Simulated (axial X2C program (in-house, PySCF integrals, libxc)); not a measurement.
**TeH⁺: from Re and ωe to a spectrum**

A bond curve at the PBE0 level, 2c, was computed with an axial X2C code built on PySCF integrals (basis Te dyall-cv3z [11s12p8d4f1g], H dyall-v3z [6s2p1d] (cores contracted in-house)) for the state Ω = 1 (⟨Sz⟩ = 0.99, ⟨Lz⟩ = 0.01 at PBE0). Its fit gives Re = 1.6732 Å, ωe = 2100.7 cm⁻¹, ωexe = 32.4 cm⁻¹ and αe = 1.496e-01 cm⁻¹; the masses are 129.9062 and 1.0078 u. Two-component means X2C with spin–orbit coupling and atomic mean-field Coulomb and Gaunt terms.

(1) Find the reduced mass, Be and the force constant.

(2) Where do the fundamental and the first overtone lie?

(3) Scale the constants to the deuteride (D 2.0141 u) within the Born–Oppenheimer picture.

(4) Estimate the centrifugal constant by the Kratzer relation.

(5) A Morse curve ties αe to the other constants (Pekeris). How well does that hold?

The state is one determinant whose occupation by symmetry is held fixed; it was picked as the lowest of a PBE0 search that is not exhaustive. Density functionals use the spin component along the axis (collinear). With several unpaired electrons one determinant need not be a pure state. Open-shell Ω = 0 determinants with evenly filled partner blocks cannot be reached by this program, so the Ω shown need not be the lowest component. This is the Ω = 1 component of a π² triplet; the 0⁺ component is not one determinant and can lie lowest.

## Answers

(1) From the PBE0 values: μ = 1.0000 u. Be = 16.8576/(μ Re²) = 6.021 cm⁻¹. k = 5.8918×10⁻⁷ μ ωe² = 2.6 mdyn/Å.

(2) ν(1←0) = ωe − 2ωexe = 2035.9 cm⁻¹; ν(2←0) = 2ωe − 6ωexe = 4007.0 cm⁻¹.

(3) ρ = √(μH/μD) = 0.7101; ωe = 1491.7, ωexe = 16.3, Be = 3.036 cm⁻¹; the zero-point energy falls by 300 cm⁻¹.

(4) D = 4Be³/ωe² = 1.98e-04 cm⁻¹.

(5) αe(Morse) = 6Be²/ωe × (√(ωexe/Be) − 1) = 1.367e-01 cm⁻¹; the PBE0 curve gives 1.496e-01 cm⁻¹, a ratio of 0.91.
